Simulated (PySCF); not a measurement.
How methods differ on the excitation energy of P²⁺

P²⁺ [Ne] 3s2 3p1 (2P) → P²⁺ [Ne] 3s1 3p1 3d1 (high-spin determinant), as a difference of total energies. Computed with PySCF 2.14 in aug-cc-pwCVTZ (8s7p5d3f, 75 functions), with the non-relativistic Hamiltonian (point nucleus). Correlated levels: nothing frozen. The calculations carry no spin-orbit coupling.

| method | excitation energy (eV) |
| --- | --- |
| UHF | 19.519 |
| MP2 (all electrons) | 20.569 |
| SCS-MP2 (all electrons) | 20.985 |
| CCSD (all electrons) | 20.059 |
| CCSD(T) (all electrons) | 19.538 |

A first-order spin-orbit estimate (lowest level to lowest level, LS coupling) adds 0.010 eV.

The promoted electron is Rydberg-like, and one or two diffuse shells describe it only roughly, which tends to raise the upper state.

The coupled-cluster amplitudes are large for the upper state (T1 above 0.03 or a double amplitude above 0.15), so a single reference is strained.

The determinant of the upper state mixes LS terms, which raises its energy above the lowest term, most at the Hartree-Fock and MP2 levels.
